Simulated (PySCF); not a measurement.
ethenoxysilane (C2H6OSi), SMILES C=CO[SiH3].

The structure is a stationary point at B3LYP-D3(BJ)/def2-SVP. The geometry has at least one imaginary mode, so it is a saddle point at that level. One conformer was computed; it need not be the lowest.

All values below come from PySCF with ωB97X/def2-TZVP.

Symmetry labels are those of the subgroup Cs that the program uses (full group Cs).

Computed valence orbital energies around the gap with their symmetry:
| orbital | symmetry | energy (eV) |
|---|---|---|
| HOMO−7 | A' | -16.19 |
| HOMO−6 | A' | -15.40 |
| HOMO−5 | A" | -14.51 |
| HOMO−4 | A' | -13.58 |
| HOMO−3 | A' | -12.82 |
| HOMO−2 | A" | -12.19 |
| HOMO−1 | A' | -11.74 |
| HOMO | A" | -9.23 |
| LUMO | A' | 2.11 |
| LUMO+1 | A" | 2.55 |
| LUMO+2 | A' | 3.23 |
| LUMO+3 | A' | 3.80 |
